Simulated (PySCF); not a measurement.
## Electron correlation in Pt(60+) (platinum, charge +60)

Starting occupation: [Ar]. Computed with PySCF 2.14 in an even-tempered Gaussian basis (17 s from 6.5 bohr⁻², ratio 2.6; 14 p from 8.5 bohr⁻², ratio 2.6; 5 d from 8.7 bohr⁻², ratio 2.8; 3 f from 130 bohr⁻², ratio 2.8), with X2C-1e with screened-nucleus spin-orbit coupling, Gaussian nucleus. Frozen: [Ne]; 8 electrons correlated; the 60 highest virtual spinors left out.

MP2 pair energies summed by pair of shells (mhartree):

| pair | energy | share (%) |
| --- | --- | --- |
| 3p3/2-3p3/2 | -202.59 | 43.7 |
| 3p1/2-3p3/2 | -164.44 | 35.5 |
| 3p1/2-3p1/2 | -41.09 | 8.9 |
| 3p3/2-3s1/2 | -25.67 | 5.5 |
| 3s1/2-3s1/2 | -15.26 | 3.3 |
| 3p1/2-3s1/2 | -14.43 | 3.1 |

Total MP2 correlation energy: -463.47 mhartree.

The virtual space was cut to 54 spinors, which keep -448.50 of the -463.47 mhartree of MP2 correlation.

```json
{"level": "CCSD", "correlation energy (mhartree)": "-487.57"}
{"level": "(T)", "correlation energy (mhartree)": "-1.45"}
{"level": "CCSD(T)", "correlation energy (mhartree)": "-489.02"}
```

Diagnostics: T1 = 0.00015, largest double amplitude 0.032.

Task: Is a single reference adequate?

Result: Yes: T1 lies below 0.03 and no double amplitude reaches 0.07.

The coupled-cluster values are those of the cut space; adding the MP2 remainder, -14.97 mhartree, estimates the full space.

At this charge the one-electron X2C treatment keeps the bare 1/r₁₂, with no two-electron picture change or Breit term. The effect here is smaller than on the frozen 1s shell.
